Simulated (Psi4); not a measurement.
GeI$_{4}$ (SMILES [I][Ge]([I])([I])[I]), singlet (typed; the unrestricted solution is spin-contaminated), at a GFN2-xTB geometry (all electrons, no relativity), with bond 1-2 at 1.8 times its length; Psi4 with HF/STO-3G.

Psi4 was given this input:
```
memory 2 GB

molecule mol {
0 1
I    -1.687279    4.061355   -1.381000
Ge   -0.000000   -0.000000    0.000000
I    -1.748439   -1.829210   -0.393937
I     0.567732    0.115212    2.494522
I     2.118083   -0.542311   -1.333362
}

set {
  basis sto-3g
  reference uhf
  scf_type pk
  stability_analysis follow
}

energy('scf')
print_variables()
```

What the program printed (banner, timings and long lists left out):

```
   => Loading Basis Set <=

    Name: STO-3G
    Role: ORBITAL
    Keyword: BASIS

         ---------------------------------------------------------
                                   SCF
               by Justin Turney, Rob Parrish, Andy Simmonett
                          and Daniel G. A. Smith
                              UHF Reference
         ---------------------------------------------------------

  ==> Geometry <==

    Molecular point group: c1
    Full point group: C1

    Geometry (in Angstrom), charge = 0, multiplicity = 1:

       Center              X                  Y                   Z               Mass
    ------------   -----------------  -----------------  -----------------  -----------------
         I           -1.523633855830     3.667454705025    -1.247060509622   126.904471900000
         GE           0.163645144170    -0.393900294975     0.133939490378    73.921177761000
         I           -1.584793855830    -2.223110294975    -0.259997509622   126.904471900000
         I            0.731377144170    -0.278688294975     2.628461490378   126.904471900000
         I            2.281728144170    -0.936211294975    -1.199422509622   126.904471900000

  Running in c1 symmetry.

  Rotational constants: A =      0.00760  B =      0.00425  C =      0.00425 [cm^-1]
  Rotational constants: A =    227.71137  B =    127.38193  C =    127.38193 [MHz]
  Nuclear repulsion = 3058.995941884095828

  Charge       = 0
  Multiplicity = 1
  Electrons    = 244
  Nalpha       = 122
  Nbeta        = 122

  ==> Algorithm <==

  SCF Algorithm Type is PK.
  DIIS enabled.
  MOM disabled.
  Fractional occupation disabled.
  Guess Type is SAD.
  Energy threshold   = 1.00e-06
  Density threshold  = 1.00e-06
  Integral threshold = 1.00e-12

  ==> Primary Basis <==

  Basis Set: STO-3G
    Blend: STO-3G
    Number of shells: 52
    Number of basis functions: 126
    Number of Cartesian functions: 135
    Spherical Harmonics?: true
    Max angular momentum: 2

  ==> Integral Setup <==

  Using in-core PK algorithm.
   Calculation information:
      Number of atoms:                   5
      Number of AO shells:              52
      Number of primitives:            156
      Number of atomic orbitals:       135
      Number of basis functions:       126

      Integral cutoff                 1.00e-12
      Number of threads:                 1

  Performing in-core PK
  Using 64024002 doubles for integral storage.
  We computed 191078 shell quartets total.
[...]
    Wavefunction unstable!
    Rotating orbitals by 0.5 * pi / 2 radians along unstable eigenvector.
    Wavefunction unstable!
[...]

    Rotating orbitals by 0.5 * pi / 2 radians along unstable eigenvector.
    There's still a negative eigenvalue. Try modifying FOLLOW_STEP_SCALE
    or increasing MAX_ATTEMPTS (not available for PK integrals).

  ==> Post-Iterations <==

   @Spin Contamination Metric:   1.006666153E+00
   @S^2 Expected:                0.000000000E+00
   @S^2 Observed:                1.006666153E+00
   @S   Expected:                0.000000000E+00
   @S   Observed:                0.000000000E+00

    Orbital Energies [Eh]
    ---------------------

    Alpha Occupied:

[...]
    Alpha Virtual:

[...]
     126A      0.241591

    Beta Occupied:

[...]
    Beta Virtual:

[...]
     126A      0.280852

    Final Occupation by Irrep:
              A
    DOCC [   122 ]
    SOCC [     0 ]
    NA   [   122 ]
    NB   [   122 ]

  @UHF Final Energy: -29454.63703386007546

   => Energetics <=

    Nuclear Repulsion Energy =           3058.9959418840958278
    One-Electron Energy =              -46758.6752749510560534
    Two-Electron Energy =               14245.0422992068870371
    Total Energy =                     -29454.6370338600754621

  UHF NO Occupations:
  HONO-2 :  120  A 1.9994402
  HONO-1 :  121  A 1.9977610
  HONO-0 :  122  A 1.0509925
  LUNO+0 :  123  A 0.9490075
  LUNO+1 :  124  A 0.0022390
  LUNO+2 :  125  A 0.0005598
  LUNO+3 :  126  A 0.0005598

Computation Completed

Properties will be evaluated at   0.000000,   0.000000,   0.000000 [a0]

Properties computed using the SCF density matrix

 Multipole Moments:

 ------------------------------------------------------------------------------------
     Multipole            Electronic (a.u.)      Nuclear  (a.u.)        Total (a.u.)
 ------------------------------------------------------------------------------------

 L = 1.  Multiply by 2.5417464519 to convert [e a0] to [Debye]
 Dipole X            :         -0.6311537            0.3487606           -0.2823931
 Dipole Y            :          1.5192161           -0.8394805            0.6797355
 Dipole Z            :         -0.5165858            0.2854519           -0.2311338
 Magnitude           :                                                    0.7714979

 ------------------------------------------------------------------------------------

  Variable Map:
  ----------------------------------------------------------------------------
[...]
  Array Variable Map:
  ----------------------------------------------------------------------------
[...]
[...]
```

The run did not converge; its last values are not results.
